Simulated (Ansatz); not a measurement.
Frontier orbitals of CH4FInSi, SMILES `F[CH]1[SiH2][InH]1`.

```csv
atom,x (Å),y (Å),z (Å)
F1,0.416,1.798,1.196
C2,-0.212,0.767,0.537
Si3,0.419,-1.004,0.482
In4,-0.501,0.109,-1.575
H5,-1.280,0.765,0.815
H6,1.876,-0.992,0.156
H7,0.190,-2.024,1.552
H8,-0.909,0.580,-3.162
```

Charge 0, multiplicity 1. Correlated methods include outer-core shells of In, which these sets cover unevenly. In: def2 effective core potential. The geometry is a stationary point of PBE0-D4/def2-TZVP. Basis def2-TZVPP, Ansatz.

Orbital energies of one run (eV). Highest occupied ones, from the top: -4.90, -6.01, -7.49, -8.43, -9.47, -10.08, -10.61, -11.75, -12.79, -16.24, -18.78, -18.82, -18.89, -18.95. Empty: -2.78, -1.96, -0.97, 0.42, 0.47, 0.70.

Question: Which functional gave them?
A. BLYP
B. ωB97X-V
C. B3LYP
D. B97M-V

Answer: A. HOMO energies: BLYP -4.90, ωB97X-V -8.07, B97M-V -5.27, B3LYP -5.83 eV.

B3LYP here is the variant with VWN-RPA as its local correlation; programs differ in this.
